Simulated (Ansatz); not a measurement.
`BN(C)[SiH2]Cl` and `BN(C)[SiH2]C` differ in one atom or group.

Ansatz, PBE0-D4/def2-TZVP geometries, multiplicity 1. Each molecule was computed in one conformer, which needn't be the lowest.

```tsv
property	`BN(C)[SiH2]Cl`
LUMO energy (PBE/def2-TZVPP) / eV	-1.35
HOMO energy (B3LYP/def2-TZVPP) / eV	-8.16
size of the dipole moment (ωB97M-V/def2-TZVPP) / D	1.42
HOMO–LUMO gap (B3LYP/def2-TZVPP) / eV	7.55
HOMO–LUMO gap (ωB97M-V/def2-TZVPP) / eV	12.13
LUMO energy (PBE0/def2-TZVPP) / eV	-0.39
```

What does the change do to each property? (Best estimate.)

The calculation gave: 
```json
{"property": "LUMO energy (PBE/def2-TZVPP) / eV", "`BN(C)[SiH2]C`": "-0.98", "shift": "0.37"}
{"property": "HOMO energy (B3LYP/def2-TZVPP) / eV", "`BN(C)[SiH2]C`": "-7.62", "shift": "0.54"}
{"property": "size of the dipole moment (ωB97M-V/def2-TZVPP) / D", "`BN(C)[SiH2]C`": "1.93", "shift": "0.51"}
{"property": "HOMO–LUMO gap (B3LYP/def2-TZVPP) / eV", "`BN(C)[SiH2]C`": "7.35", "shift": "-0.20"}
{"property": "HOMO–LUMO gap (ωB97M-V/def2-TZVPP) / eV", "`BN(C)[SiH2]C`": "11.85", "shift": "-0.28"}
{"property": "LUMO energy (PBE0/def2-TZVPP) / eV", "`BN(C)[SiH2]C`": "-0.04", "shift": "0.35"}
```

With PBE0 the HOMO rises by 0.56 eV and the LUMO rises by 0.35 eV, so the gap narrows by about 0.21 eV. PBE moves the HOMO by 0.53 eV and ωB97M-V by 0.58 eV. The zero-point energy changes by 90.8 kJ/mol with +9 modes. Dipoles are sizes alone; their direction can turn.

B3LYP here is the variant with VWN-RPA as its local correlation; programs differ in this.
